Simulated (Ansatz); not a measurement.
One change: `CCO` becomes `CC[SeH]`.

Ansatz, PBE0-D4/def2-TZVP geometries, multiplicity 1. Each molecule was computed in one conformer, which needn't be the lowest.

Scalar relativity is left out up to krypton.

| property | `CCO` |
| --- | --- |
| HOMO energy (ωB97M-V/def2-TZVPP) / eV | -10.29 |
| HOMO energy (B3LYP/def2-TZVPP) / eV | -7.60 |
| LUMO energy (B3LYP/def2-TZVPP) / eV | 0.68 |
| HOMO–LUMO gap (B3LYP/def2-TZVPP) / eV | 8.28 |
| size of the dipole moment (PBE/def2-TZVPP) / D | 1.56 |
| zero-point energy (PBE0-D4/def2-TZVP) / kJ/mol | 210.5 |

Give the same properties after the change, and the shifts. (Best estimate.)

Ansatz gave: 
```json
{"property": "HOMO energy (ωB97M-V/def2-TZVPP) / eV", "`CC[SeH]`": "-8.68", "shift": "1.61"}
{"property": "HOMO energy (B3LYP/def2-TZVPP) / eV", "`CC[SeH]`": "-6.24", "shift": "1.36"}
{"property": "LUMO energy (B3LYP/def2-TZVPP) / eV", "`CC[SeH]`": "-0.14", "shift": "-0.82"}
{"property": "HOMO–LUMO gap (B3LYP/def2-TZVPP) / eV", "`CC[SeH]`": "6.10", "shift": "-2.18"}
{"property": "size of the dipole moment (PBE/def2-TZVPP) / D", "`CC[SeH]`": "1.55", "shift": "-0.01"}
{"property": "zero-point energy (PBE0-D4/def2-TZVP) / kJ/mol", "`CC[SeH]`": "192.8", "shift": "-17.7"}
```

With PBE0 the HOMO rises by 1.36 eV and the LUMO falls by 0.92 eV, so the gap narrows by about 2.28 eV. PBE moves the HOMO by 0.84 eV and ωB97M-V by 1.61 eV. Dipoles are sizes alone; their direction can turn.

B3LYP here is the variant with VWN-RPA as its local correlation; programs differ in this.

Spin–orbit coupling is left out; it splits and shifts lone-pair levels of the heavy atoms by tenths of an eV.
